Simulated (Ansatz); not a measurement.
`F[SiH]([SiH3])[GeH3]` + CH₃OH → `CO[SiH](F)[SiH3]` + GeH₄ at 500 K and 1 bar (cleavage of the Si–Ge bond).

Gas-phase electronic energies from Ansatz, PBE0-D4/def2-TZVP geometries. CCSD(T)/CBS is the MP2 limit (def2-TZVPP, def2-QZVPP) plus CCSD(T) − MP2 in def2-TZVPP, frozen cores. This one scheme is used for every species. For Ge outer-core shells are correlated without core-valence functions, which leaves a few kJ/mol of doubt a bond. Scalar relativity is left out up to krypton. One conformer a species, not always the lowest.

| species | CCSD(T)/CBS energy (Eh) | H − E (kJ/mol) | S (J/(mol·K)) |
| --- | --- | --- | --- |
| `F[SiH]([SiH3])[GeH3]` | -2758.31869 | 212.6 | 466.2 |
| CH₃OH | -115.61712 | 157.0 | 265.4 |
| `CO[SiH](F)[SiH3]` | -795.47815 | 262.6 | 456.6 |
| GeH₄ | -2078.49493 | 99.4 | 244.6 |

H − E and S are ideal-gas, rigid-rotor, harmonic terms from PBE0-D4/def2-TZVP, for one conformer and one mirror image of each species. 1 Eh = 2625.50 kJ/mol, R = 8.31446 J/(mol·K).

Problem. By hand: ΔE, ΔH, ΔS and ΔG.

Solution. ΔE = (-795.47815) + (-2078.49493) − (-2758.31869) − (-115.61712) = -0.03727 Eh = -97.9 kJ/mol. Δ(H − E) = 262.6 + 99.4 − 212.6 − 157.0 = -7.6, so ΔH = -105.5 kJ/mol. ΔS = 456.6 + 244.6 − 466.2 − 265.4 = -30.4 J/(mol·K). ΔG = -105.5 − 500 × (-30.4)/1000 = -90.3 kJ/mol.

Problem. By hand: the equilibrium constant, and the temperature at which ΔG would vanish if ΔH and ΔS stayed fixed.

Solution. log₁₀ K = −ΔG/(RT ln 10) = 9.4. ΔG = 0 at ΔH/ΔS = 3470 K, far beyond where these terms or the molecules hold.

ΔH outweighs TΔS. A doubt of 5 kJ/mol in ΔE shifts log₁₀ K by 0.5 here. Other conformers and mirror images would add mixing entropy, several J/(mol·K) or more a flexible species. These are equilibria of isolated gas molecules and say nothing of rates. Largest T1 diagnostic: 0.013 (customary marks: 0.02 for closed shells, 0.045 for open ones).
